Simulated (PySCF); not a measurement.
## Xenon: highly charged ions in a basis for the neutral atom

Xe⁹⁺ [Kr] 4d9, Xe¹⁰⁺ [Kr] 4d8. Computed with PySCF 2.14 in x2c-TZVPall (8s6p4d2f, 60 functions), with the spin-free X2C one-electron Hamiltonian (Gaussian nucleus). No spin-orbit coupling, so a gap to NIST mixes the basis error with missing relativistic terms.

Changed run: basis of the neutral atom used for a highly charged ion. This setting is unsound on purpose.

```json
{"species": "Xe⁹⁺", "method": "UHF", "sound run (hartree)": "not run", "changed run (hartree)": "-7421.61351", "converged": "yes"}
{"species": "Xe⁹⁺", "method": "M06-L", "sound run (hartree)": "not run", "changed run (hartree)": "-7424.16148", "converged": "yes"}
{"species": "Xe⁹⁺", "method": "BP86", "sound run (hartree)": "not run", "changed run (hartree)": "-7424.96649", "converged": "yes"}
{"species": "Xe¹⁰⁺", "method": "UHF", "sound run (hartree)": "not run", "changed run (hartree)": "-7414.18363", "converged": "yes"}
{"species": "Xe¹⁰⁺", "method": "M06-L", "sound run (hartree)": "not run", "changed run (hartree)": "-7416.67108", "converged": "yes"}
{"species": "Xe¹⁰⁺", "method": "BP86", "sound run (hartree)": "not run", "changed run (hartree)": "-7417.47604", "converged": "yes"}
```

Ionisation energy of Xe⁹⁺:

| method | changed run (eV) | NIST (eV) |
| --- | --- | --- |
| UHF | 202.18 | 202 ± 2.2 |
| M06-L | 203.82 | 202 ± 2.2 |
| BP86 | 203.83 | 202 ± 2.2 |

The contracted functions were made for the neutral atom and can be too rigid for a highly charged ion.
